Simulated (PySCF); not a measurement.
## Excitation energy of Pt²⁺ by level of theory

Pt²⁺ [Xe] 4f14 5d8 (3F) → Pt²⁺ [Xe] 4f14 5d7 6s1 (5F), as a difference of total energies. Computed with PySCF 2.14 in aug-cc-pwCVTZ-PP with ECP60MDF (8s8p7d4f3g, 122 functions), with a scalar-relativistic core potential. Correlated levels: valence: 5s2 5p6 frozen; valence and next inner shell: nothing frozen outside the core potential. The calculations carry no spin-orbit coupling.

| method | excitation energy (eV) |
| --- | --- |
| UHF | 2.444 |
| LDA | 2.577 |
| PBE | 2.616 |
| PBE0 | 2.737 |
| r2SCAN | 2.457 |
| revPBE | 2.646 |
| HSE06 | 2.730 |
| PBEsol | 2.546 |
| MP2 (valence) | 2.996 |
| SCS-MP2 (valence) | 3.393 |
| MP2 (valence and next inner shell) | 2.630 |
| SCS-MP2 (valence and next inner shell) | 2.923 |

How much does correlation contribute at MP2 (valence and next inner shell)?

2.630 − (2.444) = 0.186 eV, measured against UHF.
